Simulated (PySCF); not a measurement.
**UHF on Mn⁺ (manganese, charge +1)**

Configuration: [Ar] 3d5 4s1, high-spin 7S determinant. Calculation: PySCF 2.14, in aug-cc-pVDZ (7s6p4d2f, 59 functions); the non-relativistic Hamiltonian (point nucleus).

```json
{
  "Total energy": "-1149.647939 hartree",
  "One-electron energy": "-1578.1241 hartree",
  "Hartree (Coulomb) energy": "479.3647 hartree",
  "Exchange energy": "-50.8885 hartree",
  "Kinetic energy": "1149.68885 hartree",
  "⟨S²⟩": "12.0002",
  "⟨L²⟩": "0.000",
  "Sum of ⟨r⟩": "17.91 bohr",
  "Sum of ⟨r²⟩": "25.99 bohr²",
  "Density at the nucleus (Gaussians lack the cusp)": "10500 bohr⁻³",
  "Spin density at the nucleus": "4.43 bohr⁻³",
  "Langevin diamagnetic susceptibility": "-20.6 ×10⁻⁶ cm³/mol",
  "Time after the integrals": "0.39 s of wall time on 1 thread of Neoverse-N1 (shared host)"
}
```

| shell | electrons | mean orbital energy (hartree) | rms radius, mean of both spins (bohr) |
| --- | --- | --- | --- |
| 1s α | 1 | -240.83088 | 0.0713 |
| 1s β | 1 | -240.82512 | 0.0713 |
| 2s α | 1 | -29.47164 | 0.305 |
| 2s β | 1 | -29.33108 | 0.305 |
| 2p α | 3 | -25.17331 | 0.274 |
| 2p β | 3 | -25.03734 | 0.274 |
| 3s α | 1 | -4.31863 | 0.924 |
| 3s β | 1 | -3.89881 | 0.924 |
| 3p α | 3 | -3.02262 | 0.991 |
| 3p β | 3 | -2.52334 | 0.991 |
| 3d α | 5 | -0.93625 | 1.27 |
| 4s α | 1 | -0.54465 | 3.10 |
